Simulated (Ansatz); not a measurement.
System (SMILES): [S]=[Ge] (S-Ge) (closed-shell singlet).
Atoms: Ge1, S2. Bonds: Ge1-S2.

Basis-set convergence of the highest harmonic wavenumber at B3LYP with Ansatz (a first-principles code). Each level at its own minimum, finite differences of forces, unscaled; the reference is a large set that could be run, not a limit. All functions are spherical. The program fits the integrals of some runs and decomposes those of others, by size. No added dispersion term, no relativity. Reference: the value in pcseg-3, 571 cm⁻¹. Deviations are taken from unrounded values. Cost is core time over that of pcseg-0, rough, on shared machines of one kind.

| basis | functions | highest harmonic wavenumber (cm⁻¹) | minus reference (cm⁻¹) | cost |
|---|---|---|---|---|
| pcseg-0 | 35 | 496 | -76 | 1× |
| pcseg-1 | 45 | 567 | -4 | 2× |
| aug-pcseg-1 | 63 | 565 | -6 | 3× |
| pcseg-2 | 77 | 570 | -1 | 2× |
| aug-pcseg-2 | 109 | 572 | 0 | 3× |
| pcseg-3 | 132 | 571 | 0 | 6× |

The smallest set listed that lies within 10 cm⁻¹ of the reference with all its larger relatives (same family, alike in diffuse functions; a set with none counts only in the reference's own line) is pcseg-1 (45 functions, 2× in cost, -4 cm⁻¹ off).
